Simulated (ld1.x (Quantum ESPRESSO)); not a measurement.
## LDA (PZ) PAW dataset for Xe, non-relativistic all-electron reference.

Xe (Z = 54), PAW, made with ld1.x (Quantum ESPRESSO) 7.5 (LDA (PZ), non-relativistic). Core [Kr] 4d10, reference 5s2 5p6. Waves: 5s (bound): rcut 1.40, rcutus 1.90 bohr; 5s channel at 1.9 Ry: rcut 1.40, rcutus 1.90 bohr; 5p (bound): rcut 1.75, rcutus 2.15 bohr; 5p channel at 0.9 Ry: rcut 1.75, rcutus 2.15 bohr; 5d channel at 0.15 Ry: rcut 1.85, rcutus 2.00 bohr; 5d channel at 1.7 Ry: rcut 1.85, rcutus 2.00 bohr. Local part: all-electron potential smoothed inside 1.45 bohr (lloc = -1). Core correction: Bessel-smoothed model core inside 1.05 bohr. Augmentation charge: GAUSS, radius 1.05 bohr.

(1) Is a potential produced?

Answers

(1) No. ld1.x (Quantum ESPRESSO) 7.5 stopped with "new_paw_hamiltonian: negative rho": the spherical valence density built from the smooth waves and the augmentation charge turned negative at some radius.
